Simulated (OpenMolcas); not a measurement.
Er3+: moving or changing the point charges

Er3+ among 6 point charges of -2 e arranged as an octahedron (Oh), 2.61 Å from the ion.
```
   2.6100    0.0000    0.0000  -2.00
   0.0000    2.6100    0.0000  -2.00
  -2.6100    0.0000    0.0000  -2.00
   0.0000   -2.6100    0.0000  -2.00
   0.0000    0.0000    2.6100  -2.00
   0.0000    0.0000   -2.6100  -2.00
```

| Quantity | Value |
| --- | --- |
| Program | OpenMolcas |
| Method | CASSCF |
| Basis | ANO-RCC-VDZP [7s6p4d2f1g] |
| Scalar Hamiltonian | DKH2, point nucleus |
| Active space | 11 electrons in 7 orbitals (4f) |
| State averaging | 2S+1 = 4 odd, 35 roots (30 in the spin-orbit step); 2S+1 = 2 odd, 73 roots kept (CI in the orbitals of an earlier block) |
| Spin-orbit coupling | state interaction with AMFI integrals over the reference wave functions |

Runs around this geometry, states (labels of O, the rotations of Oh). Energies in cm-1 above the lowest state or level, χT in cm3 K/mol.

```csv
R (Å),Ground state,First state of that spin,First gap with spin-orbit (degeneracies),Width of lowest J,χT at 300 K
2.61,4A1,4T1 24.5,"37.5 (4, 4)",171,11.405
2.9,4A1,4T1 14.6,"22.5 (4, 4)",103,11.425
2.99,4A1,4T1 12.6,"19.3 (4, 4)",88,11.429
```

Taking the width of the lowest J multiplet as R^-n, n = -ln(88 / 171) / ln(2.99 / 2.61) = 4.9 between the shortest and longest distance.

High states are left out of the spin-orbit mixing, which shifts the levels that they would mix with. This is an electrostatic model: the charges have no orbitals. No measured value stands beside these numbers.
